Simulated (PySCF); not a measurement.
B(Me)(vinyl)(NH2) (C₃H₈BN), SMILES C=CB(C)N. Heavy atoms are numbered as in [B:1]([CH3:2])([CH:6]=[CH2:7])[NH2:11]. Hydrogens are named by the atom that carries them.

Geometry optimised at B3LYP-D3(BJ)/def2-SVP. The structure was generated by enumeration, and PubChem lists no compound with its InChIKey, so it may never have been made. One conformer was computed; it need not be the lowest.

Method: B3LYP/def2-TZVP (PySCF).

Atomic charges (e), one atom of each kind:

```
atom         IAO  Löwdin
---------  -----  ------
B1          0.28   -0.68
C2 (CH3)   -0.56     ___
H on C2     0.15     ___
C6 (CH)    -0.26   -0.12
C7 (CH2)   -0.28   -0.18
H on C6     0.14     ___
H on C7     0.14    0.12
N11 (NH2)  -0.55    0.07
H on N11    0.27     ___
```

Problem. Fill in the missing entries. (The exact figures need the calculation; the answer reports its results.)

Solution. 
- C2 (CH3), Löwdin: -0.26
- H on C2, Löwdin: 0.14
- H on C6, Löwdin: 0.15
- H on N11, Löwdin: 0.18

Computed Mayer and Wiberg (Löwdin basis) orders of the bonds:
| bond | Mayer | Wiberg |
|---|---|---|
| B1–C2 | 1.01 | 1.28 |
| B1–C6 | 1.00 | 1.16 |
| C6–C7 | 1.88 | 2.12 |
| B1–N11 | 1.38 | 1.82 |
